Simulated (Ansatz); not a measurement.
C2H6AlClO at its PBE0-D4/def2-TZVP geometry, where that method's forces vanish. Charge 0, multiplicity 1. The bonds changed during the relaxation, so this is another structure than the one it started from.

```xyz
11

C    -0.6068    1.8103    0.6493
C     0.0393    0.6344    0.0441
Cl    2.0093   -1.3670   -1.6157
O    -0.3737   -0.5029    0.2172
Al    0.3441   -2.1727   -0.4987
H     0.1343    2.3470    1.2512
H    -1.4681    1.5344    1.2540
H    -0.8995    2.4990   -0.1505
H     0.9271    0.7802   -0.5888
H    -0.8677   -2.6506   -1.4015
H     0.7615   -2.9121    0.8395
```

**Question.** What forces (eV/Å) does r2SCAN-D4/def2-TZVPP give on these atoms in the Gaussian-basis code of Ansatz? (An estimate is asked.)

**Answer.** The calculation gave: 
```
C1  -0.051  0.018  0.041
C2   0.181  0.434 -0.084
Cl3  0.008 -0.019 -0.008
O4  -0.157 -0.538  0.053
Al5 -0.015  0.043  0.016
H6  -0.014  0.013 -0.020
H7   0.018  0.009 -0.013
H8   0.017  0.008  0.021
H9   0.017  0.020 -0.010
H10  0.017  0.003  0.028
H11 -0.020  0.009 -0.024
```
